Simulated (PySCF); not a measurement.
Structure problem from calculated spectra and properties.

Formula: C2H11BN2.

| Quantity | Value |
| --- | --- |
| Triplet | lowest triplet excitation (Tamm–Dancoff): 4.37 eV [TDA B3LYP/def2-SVPD] |
| 13C NMR | chemical shifts (computed TMS as zero) by class: 38.1 (1 C), 27.0 (1 C) ppm [GIAO PBE0/pcSseg-1] |
| UV, strongest line | among the 10 lowest singlet transitions: S4 at 5.83 eV (213 nm, f = 0.050) [TDDFT B3LYP/def2-SVPD] |
| Valence photoelectron | vertical ionisation energy: 7.76 eV [ΔSCF B3LYP/def2-SVPD] |
| Rotational structure | rotational constants A, B, C: 13.827, 2.066, 2.008 GHz [PBE0-D3(BJ)/def2-SVP] |
| Couplings | largest of the computed one-bond spin–spin couplings (means over like bonds): 13C–1H +144.5 (×3), 13C–1H +135.1 (×3), 11B–1H +111.8 (×2), 15N–1H -76.6, 15N–1H -72.1 (×2), 15N–11B -24.2, 15N–13C -9.2, 15N–13C -6.8 Hz [B3LYP/pcJ-1, spin–dipole term left out for some pairs] |
| XPS | B1s 194.1, C1s 290.7, C1s 292.3, N1s 403.3, N1s 406.9 eV [ΔSCF SCAN, pcX-2 on the ionised atom, pcseg-1 elsewhere, spin-free X2C] |
| Polarisability | 65.5 au [B3LYP/def2-SVPD] |

Electronic properties: PySCF, gas phase, density fitting. Levels stand in brackets. The structure is a single PBE0-D3(BJ)/def2-SVP conformer in the gas phase; no vibrational or solvent corrections. NMR classes are plain means over equivalent atoms (diastereotopic ones count apart unless rotation or inversion swaps them), as if these changed places fast.

Problem. Give a SMILES that accounts for the data.

Solution. Numbering: `[CH3:1][NH:2][BH2-:3][NH2+:4][CH3:5]`. 2 carbons fall into 2 classes; from least to most shielded: N-methyl carbon [C1] (38.1 ppm), N-methyl carbon [C5] (27.0 ppm). The couplings run between: +144.5 Hz, N-methyl carbon [C5] and its hydrogen (with 2 like pairs); +135.1 Hz, N-methyl carbon [C1] and its hydrogen (with 2 like pairs); +111.8 Hz, four-coordinate boron [B3] and its hydrogen (with 1 like pair); -76.6 Hz, boron-bound nitrogen [N2] and its hydrogen; -72.1 Hz, nitrogen bonded to B, C and 2 H [N4] and its hydrogen (with 1 like pair); -24.2 Hz, boron-bound nitrogen [N2] and four-coordinate boron [B3]; -9.2 Hz, boron-bound nitrogen [N2] and N-methyl carbon [C1]; -6.8 Hz, nitrogen bonded to B, C and 2 H [N4] and N-methyl carbon [C5]. The core levels belong to: B1s 194.1 eV, four-coordinate boron [B3]; C1s 290.7 eV, N-methyl carbon [C1]; C1s 292.3 eV, N-methyl carbon [C5]; N1s 403.3 eV, boron-bound nitrogen [N2]; N1s 406.9 eV, nitrogen bonded to B, C and 2 H [N4]. The first electron is taken from the HOMO, whose largest Löwdin shares are 0.57 on the boron-bound nitrogen, 0.11 on an N-methyl carbon, 0.08 on the four-coordinate boron and 0.06 on a methyl hydrogen. The optimised geometry has point group C1 and is an asymmetric top. Structure: `CN[BH2-][NH2+]C`. The assignments are read from this structure; whether some other isomer fits the data as well wasn't checked.

Shape of the structure used: `[CH3:1][NH:2][BH2-:3][NH2+:4][CH3:5]`: C1–N2–B3–N4 103°, N2–B3–N4–C5 -179°.
